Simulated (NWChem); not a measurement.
System: SiNH$_{4}$Br; SMILES Br[SiH2]N

```xyz
7

Si     0.5712     1.0472     0.0507
N     -0.7272     2.1710     0.1284
Br     0.0088    -1.1140    -0.3750
H      1.4618     1.4503    -1.0587
H      1.2426     1.0294     1.3681
H     -1.3646     2.1468     0.9165
H     -1.2168     2.4308    -0.7207
```
Atoms are numbered in this order, from 1.

Program: NWChem. Coordinates come from a B3LYP/6-31G* (spherical d) optimisation. Level: PBE0/def2-SVP with SMD (1 M gas to 1 M solution), gas-phase geometry. Reactions with the solvent are ignored.

**Question.** Estimate the computed values for solvent acetone. Quantities: solvation free energy (kcal/mol); cavity-dispersion-structure term (kcal/mol); dipole in solution (D).

**Answer.** 
| Quantity | Result |
|---|---|
| solvation free energy (kcal/mol) | -5.1 |
| cavity-dispersion-structure term (kcal/mol) | -0.9 |
| dipole in solution (D) | 2.80 |
